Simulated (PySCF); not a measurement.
[PySCF 2.14: coordinates at the GFN2-xTB level; NMR shieldings at PBE0/pcSseg-1/GIAO; non-relativistic; averaged over atoms made equivalent by symmetry, fast rotation or ring inversion; single conformer; no solvent model]

Chemical shifts δ = σref − σ; $^{1}$H (σ = 31.72 ppm), $^{13}$C (σ = 186.93 ppm) vs TMS, all at this level. Shifts are as computed. Against solution values, carbons near 30 ppm lie about +3 ppm off and those near 130 ppm about +5 ppm. Of 1211 compounds with measured shifts, 218 miss one by over three times the rms of a fit or turn the order of signals round; such compounds aren't used in these exercises. OH and NH positions are gas-phase values without hydrogen bonding to other molecules.

(1) Order these molecules by the shift of their most shielded carbon, lowest δ first.
A. O=COC=O
B. OCC1=C[C@H]2C=C[C@@H]1C=C2
C. Cn1cnnc1
D. CO/C=P/P

(2) Order these molecules by the shift of their most deshielded carbon-bound hydrogen, lowest δ first.
A. CC(C)=N[SiH3]
B. CO/C=P/P
C. O=COC=O
D. OCC1=C[C@H]2C=C[C@@H]1C=C2

(3) How many $^{13}$C and $^{1}$H signals does each give (equivalence by symmetry and fast rotation, but not about amide C–N or C=N bonds)? `CO/C=P/P`, `Cn1cnnc1`, `CC(C)=N[SiH3]`, `OCC1=C[C@H]2C=C[C@@H]1C=C2`, `O=COC=O`

Answers

(1) C (31.0 ppm, methyl carbon bonded to N), B (53.3 ppm, allylic sp3 CH), D (60.4 ppm, methyl carbon bonded to O), A (158.7 ppm, anhydride carbonyl carbon).

(2) A (2.12 ppm, hydrogen on a methyl carbon), D (7.19 ppm, hydrogen on an alkene CH), C (8.06 ppm, hydrogen on an anhydride carbonyl carbon), B (9.70 ppm, hydrogen on a carbon double-bonded to a heavier main-group atom).

(3) CO/C=P/P: 2 C, 3 H; Cn1cnnc1: 2 C, 2 H; CC(C)=N[SiH3]: 3 C, 3 H; OCC1=C[C@H]2C=C[C@@H]1C=C2: 7 C, 7 H; O=COC=O: 1 C, 1 H.
